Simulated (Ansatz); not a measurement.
Consider the formal exchange of groups at the Si–N bond: `F[SiH](F)N[SiH](Cl)Cl` + `O[SiH2]O` → `O[SiH](O)[SiH](Cl)Cl` + `N[SiH](F)F`.

Computed with Ansatz on PBE0-D4/def2-TZVP structures; ΔE is electronic, products minus reactants. CCSD(T)/CBS is the MP2 limit (def2-TZVPP, def2-QZVPP) plus CCSD(T) − MP2 in def2-TZVPP, frozen cores. This one scheme is used for every species. Functionals use def2-TZVPP. Each species was taken in one conformer, which may not be the lowest.

Question: Is it downhill or uphill in electronic energy at CCSD(T)/CBS, and by how much? (An estimate is asked.)

Answer: The calculation gave: Uphill: ΔE = +81.3 kJ/mol.

Question: What do these levels give: r2SCAN-D4, PBE0-D4, B2PLYP, HF/def2-TZVPP, MP2/def2-TZVPP, SCS-MP2/def2-QZVPP? (Estimate.)

Answer: The calculation gave: r2SCAN-D4 75.0, PBE0-D4 65.9, B2PLYP 80.3, HF/def2-TZVPP 92.5, MP2/def2-TZVPP 90.6, SCS-MP2/def2-QZVPP 89.9 kJ/mol.

Largest T1 diagnostic among the species: 0.011.

From PBE to PBE0 (25 % exact exchange), in def2-TZVPP and without D4, ΔE moves by +8.6 kJ/mol.
